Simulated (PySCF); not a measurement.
A structure optimised at TPSSh-D3(BJ)/def2-TZVP, used in a PySCF frequency run:

```
Si
F 1 1.5922
F 1 1.5922 2 108.04
H 1 1.4706 2 108.49 3 -117.43
H 1 1.4706 4 114.65 2 121.43
```

Q: Write its SMILES, formula and point group.

A: F[SiH2]F, F₂H₂Si, C2v

Q: What are its rotational constants (standard atomic weights)?

A: 24.425, 7.6385, 6.2645 GHz
